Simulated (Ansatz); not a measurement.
`F[Si]1(S)C[SiH2]1`, relaxed with RKS PBE-D4/def2-SVP in the Gaussian-basis code of Ansatz from a rough embedded geometry. The force threshold is 0.03 eV/Å; the program also tests the step.

The species carries charge 0 and has multiplicity 1.

Start:

```xyz
10

F     1.204    0.989   -1.672
Si    0.919    0.345   -0.274
S     1.424    1.618    1.287
C    -0.828    0.025   -0.098
Si   -0.110   -1.629    0.026
H     0.811    2.701    0.836
H    -1.414    0.198   -1.050
H    -1.355    0.387    0.750
H    -0.372   -2.473   -1.173
H    -0.281   -2.161    1.368
```

(1) By how much does the energy fall, and how many steps does the optimiser take? (Estimate.)

(2) Which bonds change most? (Estimate.)

(3) Give the relaxed structure. (Best estimate.)

Answers

(1) Computed: 79.78 kJ/mol, in 7 steps, 1 of them rejected.

(2) The calculation gave: C4–Si5 from 1.807 to 1.959 Å; Si2–C4 from 1.785 to 1.882 Å; F1–Si2 from 1.565 to 1.644 Å; Si2–S3 from 2.076 to 2.137 Å.

(3) Computed: 
```xyz
10

F     1.312    0.976   -1.768
Si    0.787    0.471   -0.294
S     1.674    1.559    1.318
C    -1.052    0.081   -0.207
Si   -0.065   -1.591    0.051
H     0.986    2.712    1.063
H    -1.634    0.124   -1.150
H    -1.641    0.468    0.646
H    -0.226   -2.577   -1.067
H    -0.140   -2.223    1.409
```
